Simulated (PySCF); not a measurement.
H7NP2Si.
Bonds: N1–Si2, Si2–P3, Si2–P4. Hydrogens: H5, H6 on N1; H7 on Si2; H8, H9 on P3; H10, H11 on P4.

Method: PBE0-D3(BJ)/def2-SVP geometry optimisation, gas phase (PySCF).

List the bond lengths and angles at this level.

```tsv
bond	length (Å)
N1–Si2	1.731
Si2–P3, Si2–P4	2.262
N1–H5, N1–H6	1.015
Si2–H7	1.503
P3–H8 and 3 like bonds	1.430
```

Bonds in one row agree within 0.01 Å and their mean is given. A selection of angles:
```tsv
angle	degrees
Si2–N1–H5	119.7
H5–N1–H6	110.9
N1–Si2–P3	105.7
N1–Si2–P4	110.9
N1–Si2–H7	116.8
P3–Si2–P4	112.2
P3–Si2–H7	105.8
Si2–P3–H8	93.3
H8–P3–H9	94.2
```

P3 (three-coordinate phosphorus) is pyramidal (angles 94.4°, 94.2° and 93.3°, sum 281.9°, 0.86 Å off the plane of its three neighbours). N1 (silicon-bound nitrogen) has angles 119.7°, 119.1° and 110.9°, sum 349.7°, 0.22 Å off the plane of its three neighbours. Si2 (SiH silicon) is distorted tetrahedral (angles from 105.5° to 116.8°).

Whether it is a minimum is left open (no frequencies). One conformer, not necessarily the lowest (H–N1–Si2–P3 171° and -47°, N1–Si2–P3–H -177° and -83°, N1–Si2–P4–H -56° and 38°).

Time: 59 s of wall time; peak memory 0.43 GiB. Hardware: one thread, Arm Neoverse N1 (aarch64) (shared host). These figures are those of the optimisation.
